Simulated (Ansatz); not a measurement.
Q: Name a neutral molecule of C, Cl, Ga, O and H with HOMO energy (PBE/def2-TZVPP) between -6.80 and -6.50 eV and LUMO energy (PBE/def2-TZVPP) between -2.35 and -2.05 eV (Ansatz, PBE0-D4/def2-TZVP geometry).

A: `C[O][Ga]([OH])[Cl]` (-6.72 eV, -2.09 eV). Other molecules can fit too; these were computed, each in one conformer that needn't be the lowest.
